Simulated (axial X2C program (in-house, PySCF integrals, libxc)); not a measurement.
**Bond lengths and stretching modes, held linear, of OAsO⁺**

Computed with an in-house all-electron X2C program for linear molecules (integrals from PySCF): two-component X2C with atomic mean-field Coulomb and Gaunt terms, Gaussian nuclei, basis O dyall-av3z, As dyall-v3z with contracted cores. Spin-free rows use the one-electron spin-free X2C Hamiltonian.

Masses O 15.995, As 74.922, O 15.995 u. States: 2c Ω = 0 (all partner blocks equally filled); spin-free M_S = 0, Λ = 0 (closed shell).

PBE0, 2c: energies above the lowest point

```tsv
r(O–As) (Å)	r(As–O) (Å)	E (meV)
1.5317	1.5317	83.74
1.5317	1.5710	41.80
1.5317	1.6103	85.39
1.5710	1.5317	41.80
1.5710	1.5710	0.00
1.5710	1.6103	43.95
1.5710	1.6496	153.87
1.6103	1.5317	85.39
1.6103	1.5710	43.95
1.6103	1.6103	88.51
1.6496	1.5710	153.87
1.6496	1.6496	311.13
```

Task: Fit a quadratic surface with cubic terms in each bond: where is the minimum, and what are the two stretching wavenumbers?

Result: At PBE0, 2c: bonds 1.569 and 1.569 Å; harmonic stretches 981.8 and 1164.5 cm⁻¹; force constants 9.02, 9.02 and coupling 0.06 mdyn/Å.

The other levels and Hamiltonians give:

| Hamiltonian | level | r(O–As) (Å) | r(As–O) (Å) | lower stretch (cm⁻¹) | upper stretch (cm⁻¹) |
| --- | --- | --- | --- | --- | --- |
| 2c | PBE | 1.596 | 1.596 | 915.4 | 1105.7 |
| spin-free | PBE0 | 1.569 | 1.569 | 982.2 | 1164.5 |
| spin-free | PBE | 1.595 | 1.595 | 915.8 | 1105.9 |

Each state is one determinant, the lowest of a limited PBE0 search; the stretches come from a fit to these few points and carry an uncertainty of a few per cent. Other orders of the atoms were not compared. Left out for rough or failed fits: HF 2c, MP2 2c, HF spin-free, MP2 spin-free. The molecule was held linear; bending was not examined, so a bent shape may lie lower.
